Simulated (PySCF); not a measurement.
**Diatomics of H with the alkali metals**

PBE0 with double-zeta basis sets in PySCF, for the lowest determinant that a PBE0 search found; no spin–orbit coupling. De refers to high-spin ground-configuration atoms. A positive dipole means M(−)H(+).

```
 M        basis  state (unpaired electrons)  Re (Å)  ωe (cm⁻¹)  De (eV)  μ (D)
Li  aug-cc-pVDZ      singlet (closed shell)   1.611       1377     2.23  -5.79
Na     def2-SVP      singlet (closed shell)   1.893       1155     1.75  -6.25
 K     def2-SVP      singlet (closed shell)   2.275        978     1.60  -7.86
Rb     def2-SVP      singlet (closed shell)   2.418        931     1.55  -8.17
Cs     def2-SVP      singlet (closed shell)   2.577        872     1.58  -8.17
```

Problem. By what factor does the well depth vary along the series?

Solution. At PBE0 it runs from 1.55 eV (RbH) to 2.23 eV (LiH), a factor of 1.44.

The rows differ in basis set, which adds steps of its own.

Relativity is treated differently too: Li no relativity; Na no relativity; K no relativity; Rb scalar-relativistic core potentials; Cs scalar-relativistic core potentials.

Down a group bonds as a rule get longer and wavenumbers fall, partly through the reduced mass; this series shows no clear exception.

Spin–orbit coupling is left out.
